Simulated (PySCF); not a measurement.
A structure optimised at r2SCAN-D4/def2-SVP, used in a PySCF frequency run:

```
O
C 1 1.4190
H 2 1.0992 1 108.20
H 2 1.1033 3 108.68 1 120.83
H 2 1.1033 3 108.68 4 118.34
Si 1 1.6292 2 126.24 3 -180.00
F 6 1.6133 1 110.57 2 -57.98
F 6 1.6133 7 105.09 1 -119.33
H 6 1.4663 7 110.71 8 -119.58
```

Question: Write its SMILES, formula and point group.

Answer: CO[SiH](F)F, CH4F2OSi, Cs

Question: What are its rotational constants (standard atomic weights)?

Answer: 5.6391, 3.1668, 2.5541 GHz
